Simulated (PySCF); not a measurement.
## Arsenic: a sound run and one with changed settings

Sound run: As⁺ [Ar] 3d10 4s2 4p2, As²⁺ [Ar] 3d10 4s2 4p1. All numbers are calculated (PySCF 2.14, the spin-free X2C one-electron Hamiltonian (Gaussian nucleus), in Sapporo-DKH3-DZP-2012 (6s5p3d1f, 43 functions)). In the sound run the correlated levels freeze [Ar] 3d10. The sound run starts from symmetry-adapted Hartree-Fock orbitals and uses a fine grid where one is needed.

Changed run: the non-relativistic Hamiltonian (point nucleus). This setting is unsound on purpose.

| species | method | sound run (hartree) | changed run (hartree) | converged |
| --- | --- | --- | --- | --- |
| As⁺ | UHF | -2258.61865 | -2218.90347 | yes |
| As⁺ | BP86 | -2260.61380 | -2220.92667 | yes |
| As⁺ | MN15 | -2261.79487 | -2222.18703 | yes |
| As⁺ | MP2 | -2258.66146 | -2218.94708 | yes |
| As⁺ | CCSD(T) | -2258.67841 | -2218.96513 | yes |
| As²⁺ | UHF | -2257.95670 | -2218.24026 | yes |
| As²⁺ | BP86 | -2259.92854 | -2220.23994 | yes |
| As²⁺ | MN15 | -2261.10969 | -2221.50016 | yes |
| As²⁺ | MP2 | -2257.98911 | -2218.27350 | yes |
| As²⁺ | CCSD(T) | -2258.00423 | -2218.28984 | yes |

Ionisation energy of As⁺:

```
 method  sound run (eV)  changed run (eV)
    UHF          18.013            18.047
   BP86          18.647            18.687
   MN15          18.645            18.691
    MP2          18.296            18.329
SCS-MP2          18.233            18.266
   CCSD          18.337            18.367
CCSD(T)          18.345            18.375
```

Most of the change in total energy is the relativistic energy itself. On top of that the contraction fixes the core shape for the Hamiltonian it was made with, so the changed run is not a good calculation with the other Hamiltonian either.

For comparison, NIST gives 18.589 eV between the lowest levels.
